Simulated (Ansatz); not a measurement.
Energy needed to pull apart AsNH$_{4}$ (SMILES N[AsH2]), singlet, into free ground-state atoms, from the structure below (at a frame of a short PBE0-D4/def2-SVP trajectory); no zero-point or spin–orbit terms; open-shell atoms are treated unrestricted, in their ground-state multiplicity.

| atom | x (Å) | y (Å) | z (Å) |
| --- | --- | --- | --- |
| N1 | -0.2689 | -0.8941 | -0.0545 |
| As2 | -0.5379 | 0.9254 | -0.0580 |
| H3 | 0.6756 | -1.2365 | 0.0179 |
| H4 | -0.7949 | -1.3539 | 0.6863 |
| H5 | 0.2998 | 1.2004 | -1.3467 |
| H6 | 0.6741 | 1.4981 | 0.7505 |

Computed with Ansatz 0.2.0 (basis: def2-TZVPP); correlated methods freeze the cores. Filled d shells of the heavier atoms are correlated. The def2 sets are not built for correlating such inner shells, so the correlated values are less sure here.

| method | atomization energy (kcal/mol) |
| --- | --- |
| PBE-D4 | 400.4 |
| r2SCAN-D4 | ? |
| PBE0-D4 | 389.3 |
| wB97M-V | 394.8 |
| HF | ? |
| MP2 | 375.1 |
| CCSD | 373.6 |
| CCSD(T) | 380.0 |

Task: What does r2SCAN-D4 give? (Judge from chemistry; the value comes from the calculation.)

Result: By the calculation: 390.2 kcal/mol, which is about 10.2 kcal/mol more than CCSD(T)/def2-TZVPP.

Task: What does HF give? (Judge from chemistry; the value comes from the calculation.)

Result: Computed: 246.1 kcal/mol, which is about 133.9 kcal/mol less than CCSD(T)/def2-TZVPP.

In triple zeta the MP2 and coupled-cluster atomization energies are still short of their basis limit by a few kcal/mol a bond, whereas those of the functionals are nearly converged, so these differences are not deviations from converged CCSD(T).

No T1 diagnostic of these runs exceeds 0.011.

For scale, one of the runs: CCSD(T)/def2-TZVPP forces, 135 basis functions, launched by `ansatz run in.yaml --threads 2 --pin off --events-out ev --progress --plain --max-ram 3481MiB`. Hardware: 2 CPU threads of an AMD EPYC 9R45, shared host. Wall time 39 s; peak host memory 1.1 GiB.
